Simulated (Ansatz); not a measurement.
Mulliken charges of `FC(F)(F)S[SiH3]` from ωB97M-V/def2-TZVPP in Ansatz (PBE0-D4/def2-TZVP geometry).

```json
{"atom": "F1", "x (Å)": "1.827", "y (Å)": "-0.470", "z (Å)": "0.519", "charge (e)": "-0.153"}
{"atom": "C2", "x (Å)": "1.302", "y (Å)": "-0.342", "z (Å)": "-0.702", "charge (e)": "0.423"}
{"atom": "F3", "x (Å)": "0.752", "y (Å)": "-1.518", "z (Å)": "-1.013", "charge (e)": "-0.152"}
{"atom": "F4", "x (Å)": "2.298", "y (Å)": "-0.120", "z (Å)": "-1.554", "charge (e)": "-0.146"}
{"atom": "S5", "x (Å)": "0.130", "y (Å)": "1.031", "z (Å)": "-0.819", "charge (e)": "-0.132"}
{"atom": "Si6", "x (Å)": "-1.308", "y (Å)": "0.415", "z (Å)": "0.659", "charge (e)": "0.149"}
{"atom": "H7", "x (Å)": "-1.907", "y (Å)": "-0.891", "z (Å)": "0.300", "charge (e)": "0.005"}
{"atom": "H8", "x (Å)": "-2.314", "y (Å)": "1.500", "z (Å)": "0.589", "charge (e)": "0.002"}
{"atom": "H9", "x (Å)": "-0.691", "y (Å)": "0.350", "z (Å)": "2.005", "charge (e)": "0.004"}
```

Question: By hand: the dipole of these point charges (1 e Å = 4.8032 D).

Answer: Σ q r = (-0.408, 0.101, 0.222) e Å, of length 0.475 e Å = 2.28 D.

Question: How does the dipole of the full density compare? (Best estimate.)

Answer: The calculation gave: (-0.332, 0.083, 0.183) e Å, 1.86 D; the point charges give 1.23 times that, at 0° from its direction.

Point charges leave out the atoms' own dipoles, such as those of lone pairs, and Mulliken's split depends on the basis, so the two needn't agree.
